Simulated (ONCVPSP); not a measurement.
## What one change does to a pseudopotential (osmium (Os), ONCV)

```json
{
 "Element": "osmium",
 "Generator": "ONCVPSP 4.0.1",
 "Type": "optimised norm-conserving Vanderbilt (ONCV)",
 "Functional": "PBEsol",
 "Relativity": "scalar-relativistic",
 "Frozen core": "[Kr] 4d10 4f14",
 "Valence charge": "16",
 "Reference configuration": "5s2 5p6 5d6 6s2",
 "Partial waves": "5s+6s: rc 1.65 bohr, ncon 4, nbas 7, qcut 6.1 1/bohr, 2 projectors; 5p: rc 1.15 bohr, ncon 4, nbas 9, qcut 7.7 1/bohr, 2 projectors, debl 2 Ha; 5d: rc 2.35 bohr, ncon 4, nbas 8, qcut 6.2 1/bohr, 2 projectors, debl 3.7 Ha",
 "Local potential": "polynomial inside 1.00 bohr (lpopt 3, dvloc0 3 Ha)",
 "Core correction": "Teter function, fcfact 3.75, rcfact 1.45"
}
```

All-electron outer shells of the reference configuration (PBEsol, scalar-relativistic, ld1.x):

| shell | level (eV) | outermost node (bohr) | outermost maximum (bohr) |
| --- | --- | --- | --- |
| 5s | -91.60 | 0.51 | 0.91 |
| 4f | -52.02 | – | 0.40 |
| 5p | -50.86 | 0.55 | 1.03 |
| 5d | -6.29 | 0.60 | 1.36 |
| 6s | -6.19 | 1.20 | 2.48 |

Change: all radii but the core radius scaled by about 0.80 (s 1.32, p 0.92, d 1.88 bohr); local potential polynomial inside 0.80 bohr (lpopt 3, dvloc0 3 Ha).

Cutoffs: the cutoffs (Ha) at which the residual kinetic energy of the hardest occupied pseudo-wave falls to 1 and 0.1 mHa per electron; they do not see the model core or the augmentation charge, which bear on the density cutoff. Errors are all-electron minus pseudo energies relative to the spin-unpolarised reference configuration.

How do hardness, ghosts and transferability respond?

The potential gets harder (50 Ha and 190 Ha → 200 Ha and 328 Ha); the lowest positive-energy flag moves from s at 151.8 eV to s at 31.5 eV; of the 4 tests that both files solve, the error grows in 0 and shrinks in 2 by more than 15 % and 0.3 meV (median size 11.3 → 9.2 meV); neither file shows a bound ghost. A smaller radius makes the pseudo-wave follow the all-electron one further in, where it bends more sharply, so more plane waves are needed.

| quantity | base | changed |
| --- | --- | --- |
| cutoff, loose | 50 Ha | 200 Ha |
| cutoff, tight | 190 Ha | 328 Ha |
| loose cutoff by channel | s 16 Ha, p 50 Ha, d 14 Ha | s 62 Ha, p 200 Ha, d 16 Ha |
| bound ghosts | none | none |
| GHOST(+) flags under 300 eV | s at 151.8 eV | s at 31.5 eV, p at 202.8 eV |
| error for 5s2 5p6 5d6 6s1, meV [ΔE 9.62 eV] | -4.8 | -4.3 |
| error for 5s2 5p6 5d6 6s0, meV [ΔE 26.56 eV] | -18 | -14 |
| error for 5s2 5p6 5d5 6s0, meV [ΔE 55.44 eV] | -22 | -17 |
| error for 5s2 5p6 5d6 6s1.5, meV [ΔE 3.94 eV] | -1.7 | -1.6 |
| rms error of d²Exc/dni dnj with the model core, mHa | 0.71 | 0.19 |
